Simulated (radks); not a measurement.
Species: Kr3+. Configuration: [Ar] 3d10 4s2 4p3.

Calculated with a radial shooting solver on a logarithmic mesh with Libxc functionals: Dirac Kohn-Sham, BLYP, spin-unpolarised, spherical densities, finite nucleus; open shells fill j = l - 1/2 first; Fermi nuclear charge, rms radius 4.1884 fm.

Energy parts (Ry):
| part | energy |
|---|---|
| total | -5576.28186 |
| kinetic | 5726.99989 |
| electron-nucleus | -13377.24404 |
| Hartree | 2265.63174 |
| exchange-correlation | -191.66945 |

Orbitals (lengths in bohr, moments of r in powers of bohr):
| orbital | occ. | eigenvalue (Ry) | <r^2> | <1/r> | <r> |
|---|---|---|---|---|---|
| 1s1/2 | 2 | -1043.499 | 0.002318 | 36.77 | 0.04148 |
| 2s1/2 | 2 | -139.9742 | 0.03965 | 8.228 | 0.1832 |
| 2p1/2 | 2 | -126.8096 | 0.03038 | 8.198 | 0.1573 |
| 2p3/2 | 4 | -122.8494 | 0.03181 | 7.913 | 0.1613 |
| 3s1/2 | 2 | -22.32102 | 0.3231 | 2.715 | 0.5300 |
| 3p1/2 | 2 | -17.67193 | 0.3327 | 2.601 | 0.5331 |
| 3p3/2 | 4 | -17.08827 | 0.3457 | 2.533 | 0.5435 |
| 3d3/2 | 4 | -8.97749 | 0.3742 | 2.288 | 0.5515 |
| 3d5/2 | 6 | -8.88117 | 0.3793 | 2.270 | 0.5554 |
| 4s1/2 | 2 | -4.32726 | 2.429 | 0.9147 | 1.465 |
| 4p1/2 | 2 | -3.21244 | 3.102 | 0.8025 | 1.649 |
| 4p3/2 | 1 | -3.14642 | 3.205 | 0.7871 | 1.676 |

The highest occupied level is 4p3/2 at -42.809 eV. Summed over all electrons, <r^2> = 21.01 bohr^2, which gives a Langevin (diamagnetic) susceptibility term of -16.6 x 10^-6 cm^3/mol.
